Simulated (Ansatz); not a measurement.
Total energies of CH₅BClFOSi (`OCB(F)[SiH2]Cl`).

Z-matrix (Å, degrees):
```
C
B 1 1.566
O 1 1.415 2 115.8
H 1 1.104 2 109.3 3 -127.9
H 1 1.099 2 107.7 3 119.3
Si 2 2.044 1 122.3 3 8.0
F 2 1.326 1 118.2 3 -173.4
H 3 0.962 1 108.8 2 -57.6
Cl 6 2.083 2 105.4 1 48.3
H 6 1.484 2 114.3 1 165.1
H 6 1.484 2 113.2 1 -68.9
```

Charge 0, multiplicity 1. Geometry: relaxed with PBE0-D4/def2-TZVP. It is one conformer, not always the lowest. Basis def2-TZVPP, Ansatz.

RPA on PBE orbitals: Hartree–Fock energy of these orbitals -988.33823 Eh, correlation -1.72617 Eh (frozen core).

```csv
functional,energy without D4 (Eh),D4 term (kJ/mol)
PBE,-990.32271,-25.3
revPBE,-990.70544,-72.9
r2SCAN,-990.75741,-6.4
B97M-V,-990.69374,–
PBE0,-990.40112,-21.6
B3LYP,-990.97692,-40.8
r2SCANh,-990.74261,-6.8
BHLYP,-990.82570,-31.8
ωB97M-V,-990.81067,–
B2PLYP,-990.51924,–
```

(1) Give the same for LDA (SPW92), BLYP, r2SCAN0, HSE06 (plane-wave form), CAM-B3LYP, LC-ωPBE, ωB97X-V, PBE-QIDH. (Best estimate.)

B3LYP takes the VWN-RPA correlation (the form of Gaussian; ORCA's B3LYP/G). HSE06 is the plane-wave form, built on full-range PBE exchange. The double hybrids freeze the cores in their second-order part.

## Answers

(1) The calculation gave: 
```
             functional  energy without D4 (Eh)  D4 term (kJ/mol)
            LDA (SPW92)              -986.45277                 –
                   BLYP              -990.87001             -54.9
                r2SCAN0              -990.72185              -7.5
HSE06 (plane-wave form)              -990.37528             -20.2
              CAM-B3LYP              -990.86974             -22.1
                LC-ωPBE              -990.57385                 –
                ωB97X-V              -990.74632                 –
               PBE-QIDH              -990.20145                 –
```

LC-ωPBE has ω = 0.4 bohr⁻¹.
